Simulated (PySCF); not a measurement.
B(H)(OH)2 (BH3O2), SMILES OBO. Atoms are numbered in the order given.

```xyz
6

B     -0.4865     0.0013     0.0000
H     -1.6890     0.0573     0.0000
O      0.1010    -1.2307     0.0000
H      1.0735    -1.1670     0.0000
O      0.3064     1.1254     0.0000
H     -0.2117     1.9451     0.0000
```

Geometry: PBE-D3(BJ)/def2-TZVP. One conformer was computed; it need not be the lowest.

The numbers are results of B3LYP/pcJ-1 run with PySCF, not measurements.

Isotropic couplings with Fermi-contact, spin-dipole and both spin-orbit terms, one fixed conformer, no vibrational averaging. Isotopes: 11B, 1H.

| pair | bonds apart | J (Hz) |
|---|---|---|
| B1–H2 | 1 | 173.8 |
| B1–H4 | 2 | ___ |
| B1–H6 | 2 | ___ |
| H2–H4 | 3 | ___ |
| H2–H6 | 3 | ___ |
| H4–H6 | 4 | -0.8 |

Question: Complete the blanks. (Estimate from the structure and the level; the computed values follow.)

Answer: 
- B1–H4, J (Hz): -6.4
- B1–H6, J (Hz): -2.5
- H2–H4, J (Hz): 12.8
- H2–H6, J (Hz): 1.5
